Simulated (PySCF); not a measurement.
# Yb⁶⁹⁺ (ytterbium, charge +69) across methods

1s1, 2S determinant. All numbers are calculated (PySCF 2.14, the spin-free X2C one-electron Hamiltonian (Gaussian nucleus), in an even-tempered Gaussian basis (17 s from 190 bohr⁻², ratio 2.2; 7 p from 290 bohr⁻², ratio 2.4; 4 d from 870 bohr⁻², ratio 2.4; 3 f from 1300 bohr⁻², ratio 2.4; 3 g from 2000 bohr⁻², ratio 2.4)).

```json
{"method": "LDA", "E (hartree)": "-2630.83", "mean ε 1s α (eV)": "-71092.9", "Σ⟨r²⟩ (bohr²)": "0.0004845", "⟨S²⟩": "0.750"}
{"method": "PBE0", "E (hartree)": "-2634.19", "mean ε 1s α (eV)": "-71297.3", "Σ⟨r²⟩ (bohr²)": "0.0004837", "⟨S²⟩": "0.750"}
{"method": "revPBE", "E (hartree)": "-2634.60", "mean ε 1s α (eV)": "-71175.4", "Σ⟨r²⟩ (bohr²)": "0.0004838", "⟨S²⟩": "0.750"}
{"method": "PBE", "E (hartree)": "-2634.21", "mean ε 1s α (eV)": "-71170.1", "Σ⟨r²⟩ (bohr²)": "0.0004839", "⟨S²⟩": "0.750"}
{"method": "M06", "E (hartree)": "-2634.76", "mean ε 1s α (eV)": "-71316.1", "Σ⟨r²⟩ (bohr²)": "0.0004835", "⟨S²⟩": "0.750"}
{"method": "r2SCAN", "E (hartree)": "-2634.42", "mean ε 1s α (eV)": "-71227.3", "Σ⟨r²⟩ (bohr²)": "0.0004835", "⟨S²⟩": "0.750"}
```

Question: Estimate the same row for UHF.

Answer: E (hartree) = -2634.14970; mean ε 1s α (eV) = -71678.9; Σ⟨r²⟩ (bohr²) = 0.0004833; ⟨S²⟩ = 0.750.

For one electron the Hartree and exchange-correlation energies should cancel; what remains is the self-interaction error.
